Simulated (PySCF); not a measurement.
# Ionisation energy of Xe⁺ by level of theory

Xe⁺ [Kr] 4d10 5s2 5p5 (2P) → Xe²⁺ [Kr] 4d10 5s2 5p4 (3P), as a difference of total energies. All numbers are calculated (PySCF 2.14, scalar relativity by spin-free X2C-1e, in aug-cc-pwCVTZ-DK3). Correlated levels: valence: [Kr] 4d10 frozen; valence and next inner shell: [Ar] 3d10 frozen. The calculations carry no spin-orbit coupling.

| method | ionisation energy (eV) | plus first-order spin-orbit estimate | difference from reference of that sum (eV) |
| --- | --- | --- | --- |
| UHF | 20.066 | 20.023 | -0.952 |
| LDA | 21.388 | 21.346 | +0.371 |
| PBE | 21.065 | 21.023 | +0.048 |
| PBE0 | 21.111 | 21.069 | +0.094 |
| r2SCAN | 21.106 | 21.064 | +0.089 |
| LC-wPBE | 21.184 | 21.142 | +0.167 |
| CAM-B3LYP | 21.230 | 21.187 | +0.212 |
| M06 | 20.868 | 20.826 | -0.149 |
| MP2 (valence) | 20.822 | 20.780 | -0.195 |
| SCS-MP2 (valence) | 20.828 | 20.786 | -0.189 |
| MP2 (valence and next inner shell) | 21.021 | 20.979 | +0.004 |
| SCS-MP2 (valence and next inner shell) | 20.969 | 20.926 | -0.049 |

Reference: 20.975 eV (semi-empirical (NIST evaluation); NIST Atomic Spectra Database, ionization energies).

A first-order spin-orbit estimate (lowest level to lowest level, LS coupling) adds -0.042 eV.

Errors of the correlated levels include the incompleteness of this basis and the frozen core.
